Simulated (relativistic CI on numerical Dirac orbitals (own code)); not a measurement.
Pb XXXIII: sensitivity of the levels to the model

Base calculation: Dirac-Coulomb-Breit CI, KLI orbitals optimised for each configuration, model QED (radiative potential, 1s self-energy scaled to tabulated hydrogen-like ionisation energies), unscaled Slater integrals.

CI space (outside the closed core [Ar] 3d10 4p6): 4s2 4d10 4f4, 4s2 4d10 4f3 5s, 4s2 4d10 4f3 5p, 4s2 4d10 4f2 5s2, 4s2 4d10 4f2 5s 5p, 4s2 4d10 4f3 5d, 4s2 4d10 4f2 5p2, 4s2 4d10 4f2 5s 5d, 4s 4d10 4f5, 4s2 4d9 4f3 5s2, 4s2 4d10 4f3 5f, 4s2 4d10 4f3 6s, 4s2 4d10 4f3 6p. Levels of other configurations are missing.

Variants: (1) Breit term removed. Shifts of the energy above 4s2 4d10 4f4 5I_4, in cm⁻¹, for the lowest level and the first level of each name with at least 55 % of one term (blank where a level changes its place among those of its configuration and J or its character, or is not in the variant):

| Level | Base | Δ(1) |
| --- | --- | --- |
| 4s2 4d10 4f4 5I_4 | 0.0 | 0.0 |
| 4s2 4d10 4f4 5I_5 | 33758.4 | +2289.5 |
| 4s2 4d10 4f4 5I_6 | 56618.7 | +3942.5 |
| 4s2 4d10 4f4 5F_1 | 68826.0 | +863.4 |
| 4s2 4d10 4f4 3K_6 | 98769.2 | +4311.1 |
| 4s2 4d10 4f4 5F_4 | 111352.9 | +3231.1 |
| 4s2 4d10 4f4 5G_4 | 127035.9 | +3477.1 |
| 4s2 4d10 4f4 3P_1 | 138275.8 | +3119.1 |
| 4s2 4d10 4f4 3L_8 | 142817.5 | +7032.6 |
| 4s2 4d10 4f4 3M_9 | 143175.2 | +7599.1 |
| 4s2 4d10 4f4 5D_1 | 144043.6 | +602.1 |
| 4s2 4d10 4f4 3P_0 | 150311.5 | +3484.0 |
| 4s2 4d10 4f4 5D_2 | 164457.8 | +2325.1 |
| 4s2 4d10 4f4 3M_10 | 170661.2 | +9270.0 |
| 4s2 4d10 4f4 3F_3 | 187298.1 | +4448.9 |
| 4s2 4d10 4f4 3L_9 | 192729.3 | +9583.6 |

At this charge energies of transitions that change n are usually good to better than 1 %, and those within a shell (Δn = 0) to a few per cent. Terms inside the open d or f shell come out 10 to 20 % too wide with unscaled integrals.

Ionisation energy from the two ground configurations alone: base 1220.6 eV. The NIST ASD value (theoretical) is 1240 eV.

LS names give the leading component of a level, which can be under half, so a name can repeat, a term be missing and a line seem to break the LS rules.
